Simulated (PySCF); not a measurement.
## Spinor energies of F (fluorine, neutral)

Start: [He] 2s2 2p5; 2p1/2 filled at m_j = -1/2, +1/2; 2p3/2 filled at m_j = -1/2, +1/2, +3/2. Calculated with PySCF 2.14 in x2c-QZVPPall-2c: generalised Hartree-Fock with the X2C-1e Hamiltonian and a Gaussian nucleus; one run each with spin-orbit coupling (SO) switched off, then screened by Boettger's factors.

```csv
spinor shell,electrons,"ε, spin-free (eV)","ε, screened SO (eV)",weight of nominal j (screened SO),"rms radius, screened SO (bohr)"
1s1/2,2,-718.59,-718.58,1.000,0.204
2s1/2,2,-42.900,-42.897,1.000,1.10
2p1/2,2,-19.899,-19.860,0.662,1.24
2p3/2,3,-19.899,-19.927,0.774,1.24
```

```json
{"quantity": "E (hartree)", "spin-free": "-99.49908", "screened SO": "-99.49976"}
{"quantity": "M_J", "spin-free": "3/2", "screened SO": "3/2"}
{"quantity": "⟨J²⟩", "spin-free": "3.757", "screened SO": "3.757"}
{"quantity": "⟨L²⟩", "spin-free": "2.003", "screened SO": "2.003"}
{"quantity": "⟨S²⟩", "spin-free": "0.754", "screened SO": "0.754"}
```

Each row is a mean over spinors that exchange with the open shell spreads, by up to 5.354 eV (2s1/2).

Rows whose weight is well below 1 are mixtures of j = l ± 1/2: exchange outweighs spin-orbit coupling there, and the label is only the starting occupation.

Without spin-orbit coupling the j labels of p, d and f shells carry no meaning; the spin-free column gives the mean over the occupied spinors of each nl shell.
